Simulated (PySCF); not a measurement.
Species: C4H13PSi2.
Structure used (PBE0-D3(BJ)/def2-SVP), in Å, numbered top down from 1:
```
atom  x, y, z in Å
C1    -2.2303   -0.1128   -1.9931
C2    -2.3133    0.4087   -0.7616
C3    -3.6238    0.8131   -0.1475
Si4   -0.7599    0.6795    0.2674
P5     1.0301   -0.2528   -0.7497
Si6    2.5704    0.3951    0.7766
C7     4.1913   -0.4908    0.4374
H8    -3.1243   -0.2670   -2.6106
H9    -1.2723   -0.4017   -2.4378
H10   -4.4674    0.6271   -0.8301
H11   -3.6287    1.8844    0.1159
H12   -3.8123    0.2614    0.7888
H13   -0.4836    2.1457    0.4073
H14   -0.9764    0.1427    1.6497
H15    0.8240   -1.5531   -0.1923
H16    2.7305    1.8721    0.6034
H17    2.1222    0.1407    2.1832
H18    4.0765   -1.5791    0.5553
H19    4.9706   -0.1504    1.1368
H20    4.5323   -0.2897   -0.5892
```

Computed with PySCF at PBE0/pcSseg-1, non-relativistic, on one gas-phase PBE0-D3(BJ)/def2-SVP geometry that isn't relaxed in the solvent. The solvent is an IEF-PCM continuum (cavity from Bondi-type radii × 1.2). Only the electrostatic response of the medium enters.

```json
{"run": "gas", "E − E(gas) (kJ/mol)": "0.00", "HOMO (eV)": "-7.23", "HOMO–LUMO gap (eV)": "7.00", "dipole (D)": "0.78"}
{"run": "P", "E − E(gas) (kJ/mol)": "-9.04", "HOMO (eV)": "-7.26", "HOMO–LUMO gap (eV)": "7.06", "dipole (D)": "1.11"}
{"run": "Q", "E − E(gas) (kJ/mol)": "-11.13", "HOMO (eV)": "-7.28", "HOMO–LUMO gap (eV)": "7.07", "dipole (D)": "1.23"}
```

Q: The runs were made in dimethylsulfoxide and tetrahydrofuran. Which run belongs to which solvent?

A: P = tetrahydrofuran, Q = dimethylsulfoxide. The dielectric constants are 7.426 (tetrahydrofuran), 46.83 (dimethylsulfoxide), and the energy falls further as ε rises. In this model the ground state sees the solvent through ε alone.

Q: How constant is the ratio of the lowering to (ε − 1)/(2ε + 1)?

A: 
| solvent | (ε − 1)/(2ε + 1) | E − E(gas) (kJ/mol) | ratio (kJ/mol) | polarisation term (kJ/mol) |
| --- | --- | --- | --- | --- |
| tetrahydrofuran | 0.405 | -9.04 | -22.3 | -9.97 |
| dimethylsulfoxide | 0.484 | -11.13 | -23.0 | -12.63 |

The ratio changes by +3.2 % in size from tetrahydrofuran to dimethylsulfoxide. The polarisation term is half the interaction of the solute with the induced surface charges.
